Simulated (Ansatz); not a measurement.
**Ligand exchange: GeH3Br + C2HBrF2 → GeH3F + C2HBr2F**

Gas-phase species: GeH3Br `[GeH3][Br]`, singlet; C2HBrF2 `F/C=C(\F)Br`, singlet; GeH3F (fluorogermane) `[F][GeH3]`, singlet; C2HBr2F `F/C(Br)=C/Br`, singlet. The partners trade Br for F: Ge–Br and C–F bonds give way to Ge–F and C–Br.

Shapes, held fixed at every level: PBE0-D4/def2-TZVP. Programs: Ansatz 0.2.0. Electronic energies: no zero-point or thermal term.

(1) Estimate ΔE of this reaction.

Answers

(1) The highest level, CCSD(T)/def2-TZVPP, gives ΔE = -12.1 kJ/mol; the levels span -12.1 to +9.8. They disagree on the sign: 1 of 7 are positive. The column of differences is taken from that level and isn't an error. No measured value is set beside it here. Relativity is left out for Br, Ge. Outer-core shells of Br, Ge are correlated, in sets that cover them unevenly.

```json
{"level": "HF/def2-TZVPP", "kind": "Hartree–Fock", "ΔE (kJ/mol)": "+9.8", "less CCSD(T)/def2-TZVPP": "+21.9"}
{"level": "PBE-D4/def2-TZVPP", "kind": "GGA", "ΔE (kJ/mol)": "-3.4", "less CCSD(T)/def2-TZVPP": "+8.7"}
{"level": "r2SCAN-D4/def2-TZVPP", "kind": "meta-GGA", "ΔE (kJ/mol)": "-3.4", "less CCSD(T)/def2-TZVPP": "+8.7"}
{"level": "B3LYP-D4/def2-TZVPP", "kind": "global hybrid", "ΔE (kJ/mol)": "-5.4", "less CCSD(T)/def2-TZVPP": "+6.7"}
{"level": "wB97X-V/def2-TZVPP", "kind": "range-separated hybrid", "ΔE (kJ/mol)": "-4.7", "less CCSD(T)/def2-TZVPP": "+7.4"}
{"level": "B2PLYP/def2-TZVPP", "kind": "double hybrid", "ΔE (kJ/mol)": "-9.7", "less CCSD(T)/def2-TZVPP": "+2.4"}
{"level": "CCSD(T)/def2-TZVPP", "kind": "coupled cluster or CI", "ΔE (kJ/mol)": "-12.1", "less CCSD(T)/def2-TZVPP": "0.0"}
```
